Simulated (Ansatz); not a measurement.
Geometry optimisation, Ansatz, UKS PBE-D4/cc-pVDZ.

The input (input.yaml):

```yaml
crystal:
  periodic: [false, false, false]
  atoms:
    - { symbol: B, position_ang: [-0.021397, -0.310072, -0.462071] }
    - { symbol: Cl, position_ang: [0.020455, -0.155286, 2.573323] }
    - { symbol: O, position_ang: [1.117212, -0.379785, -1.190906] }
    - { symbol: H, position_ang: [1.907404, -0.410994, -0.619062] }
    - { symbol: O, position_ang: [-1.272515, -0.298519, -0.975496] }
    - { symbol: H, position_ang: [-1.936118, -0.24136, -0.262115] }
    - { symbol: F, position_ang: [-0.024942, -0.002584, 4.189927] }
magnetization:
  spin_polarized: true
  initial_magnetization: 1
basis:
  gaussian: { orbitals: cc-pVDZ }
hamiltonian:
  xc: pbe
  dispersion: d4
relax:
  f_tol: 0.03
  max_steps: 50
```

Launched with:

```bash
$ ansatz run input.yaml --threads 2 --pin off --max-ram 3072MiB --backend cpu --events-out ev --progress --plain --runs-dir out
```

Q: Where does it end, and by what steps?

A: The forces met the threshold. After 22 steps the energy has fallen by 3.130 eV; F7 moved furthest, 2.11 Å. Parted: Cl2–F7 (1.62 → 2.25 Å). Joined: B1–Cl2 (3.04 → 1.87 Å).

```json
{"step": "0", "energy less start (eV)": "0.0000", "largest force component (eV/Å)": "4.191", "accepted": "yes"}
{"step": "1", "energy less start (eV)": "-0.3472", "largest force component (eV/Å)": "3.541", "accepted": "yes"}
{"step": "2", "energy less start (eV)": "-0.7285", "largest force component (eV/Å)": "3.677", "accepted": "yes"}
{"step": "3", "energy less start (eV)": "-1.3369", "largest force component (eV/Å)": "3.728", "accepted": "yes"}
{"step": "4", "energy less start (eV)": "-2.0293", "largest force component (eV/Å)": "2.411", "accepted": "yes"}
{"step": "5", "energy less start (eV)": "-2.1874", "largest force component (eV/Å)": "2.122", "accepted": "yes"}
{"step": "6", "energy less start (eV)": "-2.3768", "largest force component (eV/Å)": "0.411", "accepted": "yes"}
{"step": "7", "energy less start (eV)": "-2.4381", "largest force component (eV/Å)": "0.410", "accepted": "yes"}
{"step": "8", "energy less start (eV)": "-2.4850", "largest force component (eV/Å)": "0.631", "accepted": "yes"}
{"step": "9", "energy less start (eV)": "-2.5514", "largest force component (eV/Å)": "0.697", "accepted": "yes"}
{"step": "10", "energy less start (eV)": "-2.6133", "largest force component (eV/Å)": "0.462", "accepted": "yes"}
{"step": "11", "energy less start (eV)": "-2.6814", "largest force component (eV/Å)": "0.382", "accepted": "yes"}
{"step": "12", "energy less start (eV)": "-2.7585", "largest force component (eV/Å)": "0.405", "accepted": "yes"}
{"step": "13", "energy less start (eV)": "-2.8498", "largest force component (eV/Å)": "0.437", "accepted": "yes"}
{"step": "14", "energy less start (eV)": "-2.9545", "largest force component (eV/Å)": "0.412", "accepted": "yes"}
{"step": "15", "energy less start (eV)": "-3.0540", "largest force component (eV/Å)": "0.263", "accepted": "yes"}
{"step": "16", "energy less start (eV)": "-3.1029", "largest force component (eV/Å)": "0.232", "accepted": "yes"}
{"step": "17", "energy less start (eV)": "-3.1224", "largest force component (eV/Å)": "0.162", "accepted": "yes"}
{"step": "18", "energy less start (eV)": "-3.1272", "largest force component (eV/Å)": "0.308", "accepted": "yes"}
{"step": "19", "energy less start (eV)": "-3.1289", "largest force component (eV/Å)": "0.078", "accepted": "yes"}
{"step": "20", "energy less start (eV)": "-3.1289", "largest force component (eV/Å)": "0.078", "accepted": "yes"}
{"step": "21", "energy less start (eV)": "-3.1283", "largest force component (eV/Å)": "0.120", "accepted": "no"}
{"step": "22", "energy less start (eV)": "-3.1295", "largest force component (eV/Å)": "0.006", "accepted": "yes"}
```

```xyz
7
Properties=species:S:1:pos:R:3
B 0.116 -0.252 0.016
Cl 0.821 -0.524 1.730
O 0.960 -0.342 -1.044
H 1.880 -0.546 -0.795
O -1.190 0.014 -0.048
H -1.532 0.012 0.903
F -1.264 -0.161 2.492
```

Time of the run: 56 s on 2 threads of Arm Neoverse V1, with other jobs on the host, peak memory 0.17 GiB.
